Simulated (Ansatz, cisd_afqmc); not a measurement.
Species: B₂Cl₄, charge 0, singlet. B2Cl4 (dichloro(dichloroboranyl)borane, SMILES ClB(Cl)B(Cl)Cl).
B3LYP-D3(BJ)/def2-TZVP minimum from Ansatz (a program for electronic structure):
```xyz
6

Cl    -1.7131    -1.2230     0.9064
B     -0.8305    -0.0711    -0.0707
Cl    -1.6882     0.9374    -1.2143
B      0.8351     0.0664     0.0888
Cl     1.8948    -0.9217    -0.8915
Cl     1.5156     1.1986     1.2358
```
Charge 0, spin multiplicity 1.

Total energies in cc-pV(T+d)Z, 34 correlated electrons, 22 frozen orbitals. Radicals and triplets start from unrestricted determinants; spin-orbit coupling is neglected. Correlated methods leave the cores frozen. No relativity. AFQMC is phaseless with a CISD trial state; ± is one standard error, without the phaseless bias. Outlying blocks are dropped, and bars are widened where a walk drifts. Over all cases where full CI ran beside it in this data, AFQMC minus full CI had a median of +0.1 mEh and passed +0.4 mEh in a tenth of the cases.

```csv
method,program,energy (Eh),minus AFQMC/CISD (mEh)
HF,Ansatz,-1887.62604,1051.4 ± 0.4
MP2,Ansatz,-1888.56111,116.4 ± 0.4
CCSD,Ansatz,-1888.62579,51.7 ± 0.4
CCSD(T),Ansatz,-1888.67327,4.2 ± 0.4
AFQMC/CISD,cisd_afqmc,-1888.6775 ± 0.0004,0.0
```
